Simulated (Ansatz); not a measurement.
Reaction (redistribution): `N[SiH](O)[Si](N)(Cl)Cl` + `F[SiH2][SiH3]` → `N[Si](F)(Cl)Cl` + `N[SiH](O)[SiH2][SiH3]`

Isolated molecules relaxed with PBE0-D4/def2-TZVP in Ansatz; ΔE leaves out vibrations. CCSD(T)/CBS is the MP2 limit (def2-TZVPP, def2-QZVPP) plus CCSD(T) − MP2 in def2-TZVPP, frozen cores. Functionals use def2-TZVPP. Each species was taken in one conformer, which may not be the lowest.

Task: Is it downhill or uphill in electronic energy at CCSD(T)/CBS, and by how much? (An estimate is asked.)

Result: Ansatz gave: Downhill: ΔE = -7.8 kcal/mol.

Task: What do these levels give: B2PLYP, PBE, r2SCAN, HF/def2-TZVPP, MP2/def2-TZVPP, MP2/def2-QZVPP? (Estimate.)

Result: Ansatz gave: B2PLYP -7.4, PBE -7.2, r2SCAN -8.7, HF/def2-TZVPP -8.2, MP2/def2-TZVPP -7.9, MP2/def2-QZVPP -7.6 kcal/mol.

Largest T1 diagnostic among the species: 0.013.

From PBE to PBE0 (25 % exact exchange), in def2-TZVPP and without D4, ΔE moves by −1.1 kcal/mol. The D4 term adds +0.9 kcal/mol with B3LYP and +0.6 kcal/mol with PBE0; it sums over pairs of atoms, weighted by their polarisabilities, and B3LYP, whose exchange is more repulsive, gets the larger term.

B3LYP here is the variant with VWN-RPA as its local correlation; programs differ in this.
